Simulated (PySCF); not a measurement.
PySCF input file for Cu(OH) (CuHO), SMILES [OH][Cu], multiplicity 1, PBE0/pcSseg-2. Geometry optimised at r2SCAN-D4/def2-TZVP. The spin state was assumed, not searched.

```python
import numpy as np
from pyscf import gto, scf, dft
from pyscf.prop.nmr import rks as nmr

mol = gto.M(
    atom='''
    Cu   -0.00535743   -0.42661883    0.00000000
    O     0.11743382    1.33585804    0.00000000
    H    -0.78410510    1.68508171    0.00000000
    ''',
    basis='pcSseg-2',
    charge=0,
    spin=0,
    max_memory=1600,
    verbose=3,
)
mf = dft.RKS(mol, xc='pbe0')
mf.grids.level = 3
mf.conv_tol = 1e-10
mf.max_cycle = 100
mf.kernel()
n = nmr.NMR(mf)
n.verbose = 2
n.max_cycle_cphf = 60
sigma = n.kernel()
print('atom   isotropic/ppm   span/ppm')
for i, s in enumerate(sigma):
    w = np.linalg.eigvalsh((s + s.T) / 2)
    print(f'{mol.atom_symbol(i):2s}{i + 1:3d} {w.mean():14.3f} {w[2] - w[0]:11.3f}')
```

Output:

```
converged SCF energy = -1716.0772412147
atom   isotropic/ppm   span/ppm
Cu  1        792.309    2458.370
O   2        437.512     215.212
H   3         33.956      29.932
```

Self-consistency was reached.
